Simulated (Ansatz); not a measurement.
Gas-phase electronic energies from Ansatz, PBE0-D4/def2-TZVP geometries. CCSD(T)/CBS adds triple-zeta CCSD(T) − MP2 to the extrapolated MP2 energy (def2 sets, frozen cores). This one scheme is used for every species. DFT in def2-TZVPP. Elements past krypton have def2 core potentials. For Cd outer-core shells are correlated without core-valence functions, which leaves a few kJ/mol of doubt a bond. Each species was taken in one conformer, which may not be the lowest.

Consider the redistribution: `C[S][AlH][OH]` + `C[CH2][Cd][F]` → `C[S][AlH][F]` + `C[CH2][Cd][OH]`.

(1) Is it downhill or uphill in electronic energy at CCSD(T)/CBS, and by how much? (Estimate.)

(2) What do these levels give: revPBE-D4, PBE0-D4, r2SCANh-D4, CAM-B3LYP-D4, HF/def2-TZVPP, MP2/def2-TZVPP? (Estimate.)

Largest T1 diagnostic among the species: 0.014.

## Answers

(1) Computed: Downhill: ΔE = -8.4 kJ/mol.

(2) The calculation gave: revPBE-D4 -2.9, PBE0-D4 -2.8, r2SCANh-D4 -2.3, CAM-B3LYP-D4 -1.9, HF/def2-TZVPP 3.3, MP2/def2-TZVPP -13.5 kJ/mol.

In def2-TZVPP, CCSD(T) changes the Hartree–Fock value by −13.1 kJ/mol (the triples alone add −1.7 kJ/mol) and MP2 by −16.8 kJ/mol. Leaving LDA and LC-ωPBE aside and taking each functional with its dispersion term where it has one, the values, not all of them listed here, spread over 5.4 kJ/mol, from B2PLYP to BHLYP-D4.
